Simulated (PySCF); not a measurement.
# One molecule, several mistakes: ClH3NSi2 cation

Calculated results; nothing here was measured. The program is PySCF 2.14.0, an open-source quantum chemistry code, run on an isolated molecule that a program drew, which may never have been made. The molecule is ClH3NSi2 cation (charge +1, singlet), drawn as the SMILES string `[SiH2]=N[SiH+]Cl`.

Each row is a Hartree-Fock (HF) and frozen-core CCSD(T) single point in the cc-pV(D+d)Z basis, meant for a local HF minimum. Run 1 is clean. Each other run has one planted mistake out of seven kinds, and not every kind appears here: one electron removed, one electron added, multiplicity raised by two, geometry at a saddle point, minimal basis STO-3G, one bond length entered in bohr, all coordinates scaled. The reference is restricted for singlets and unrestricted otherwise, and also for a bond in bohr. Adding or removing an electron swaps singlet and doublet. Electrons count all cores. HOMO and LUMO are orbital energies over both spins, the gradient is its largest component, and the lowest frequency (negative if imaginary) is given only where the gradient is small. Bond lengths are over the 6 bonds as drawn. T1 is the CCSD diagnostic: over 0.02 (restricted) or 0.045 (unrestricted) a single reference is doubtful.

Geometry of the clean run:
```xyz
7
ClH3NSi2 cation, angstrom
Si    3.5431    0.7721   -1.6285
N     2.8624    0.9565   -0.2001
Si    2.1609    1.1637    1.2059
Cl    0.6441    2.4081    1.4697
H     4.6733    1.6006   -2.0374
H     3.0639   -0.2380   -2.5672
H     2.5751    0.4594    2.4069
```

| run | electrons | basis functions | <S^2> | HOMO (eV) | LUMO (eV) | gradient (hartree/bohr) | lowest frequency (cm^-1) | mean bond (Å) | longest bond (Å) | T1 | HF (hartree) | CCSD(T) (hartree) | mistake |
|---|---|---|---|---|---|---|---|---|---|---|---|---|---|
| 1 | 54 | 98 | 0.000 | -16.68 | -3.77 | 4.2e-05 | 98 | 1.5883 | 1.980 | 0.0172 | -1093.38043 | -1093.89871 | no fault |
| 2 | 54 | 35 | 0.000 | -14.19 | -0.26 | 4.9e-02 | - | 1.5883 | 1.980 | 0.0274 | -1081.10436 | -1081.30264 | minimal basis STO-3G |
| 3 | 54 | 98 | 0.865 | -15.64 | -4.78 | 8.3e-03 | - | 1.8037 | 2.745 | 0.0377 | -1093.26652 | -1093.77237 | one bond length entered in bohr |
| 4 | 55 | 98 | 0.767 | -5.44 | 1.30 | 1.1e-01 | - | 1.5883 | 1.980 | 0.0180 | -1093.54855 | -1094.08413 | one electron added |
| 5 | 53 | 98 | 0.761 | -22.85 | -12.89 | 1.1e-01 | - | 1.5883 | 1.980 | 0.0350 | -1092.84526 | -1093.32353 | ? |
| 6 | 54 | 98 | 0.000 | -16.10 | -4.00 | 4.2e-02 | - | 1.6899 | 2.106 | 0.0212 | -1093.34712 | -1093.88017 | ? |

**Which mistake was planted in run 5, and what did it cost?**

It counts 53 electrons, one fewer than the clean run, at the same geometry and basis. So the mistake is: one electron removed. Subtracting run 1 and multiplying by 627.51 kcal/mol a hartree, the energy moved by 335.8 kcal/mol in HF and 360.9 kcal/mol in CCSD(T).

**Which mistake was planted in run 6, and what did it cost?**

The mean and the longest bond both change by the same factor, 1.064, and the gradient is no longer small. So the mistake is: all coordinates scaled. Subtracting run 1 and multiplying by 627.51 kcal/mol a hartree, the energy moved by 20.9 kcal/mol in HF and 11.6 kcal/mol in CCSD(T).

Cautions from the logs. Run 2: T1 is over the limit, so its CCSD(T) energy is less reliable; run 6: T1 is over the limit, so its CCSD(T) energy is less reliable.
